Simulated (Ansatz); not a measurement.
`OB1OC1Br` and `OB1OC1Cl` differ in one element.

Ansatz, PBE0-D4/def2-TZVP geometries, multiplicity 1. Each molecule was computed in one conformer, which needn't be the lowest.

Scalar relativity is left out up to krypton. Spin–orbit coupling is left out; it splits and shifts lone-pair levels of the heavy atoms by tenths of an eV.

```tsv
property	`OB1OC1Br`
LUMO energy (PBE0/def2-TZVPP) / eV	-0.29
HOMO–LUMO gap (ωB97M-V/def2-TZVPP) / eV	11.37
HOMO–LUMO gap (PBE0/def2-TZVPP) / eV	7.37
HOMO energy (PBE0/def2-TZVPP) / eV	-7.67
HOMO energy (PBE/def2-TZVPP) / eV	-6.36
size of the dipole moment (B3LYP/def2-TZVPP) / D	2.28
```

Problem. Give the same properties after the change, and the shifts. (Estimate.)

Solution. Computed: 
```json
{"property": "LUMO energy (PBE0/def2-TZVPP) / eV", "`OB1OC1Cl`": "0.11", "shift": "0.40"}
{"property": "HOMO–LUMO gap (ωB97M-V/def2-TZVPP) / eV", "`OB1OC1Cl`": "11.71", "shift": "0.34"}
{"property": "HOMO–LUMO gap (PBE0/def2-TZVPP) / eV", "`OB1OC1Cl`": "8.00", "shift": "0.63"}
{"property": "HOMO energy (PBE0/def2-TZVPP) / eV", "`OB1OC1Cl`": "-7.89", "shift": "-0.22"}
{"property": "HOMO energy (PBE/def2-TZVPP) / eV", "`OB1OC1Cl`": "-6.50", "shift": "-0.14"}
{"property": "size of the dipole moment (B3LYP/def2-TZVPP) / D", "`OB1OC1Cl`": "2.17", "shift": "-0.11"}
```

With PBE0 the HOMO falls by 0.22 eV and the LUMO rises by 0.40 eV, so the gap widens by about 0.62 eV. PBE moves the HOMO by -0.14 eV and ωB97M-V by -0.26 eV. Dipoles are sizes alone; their direction can turn.

Positive LUMOs are unbound, so they and the gaps depend on the basis.

B3LYP here is the variant with VWN-RPA as its local correlation; programs differ in this.
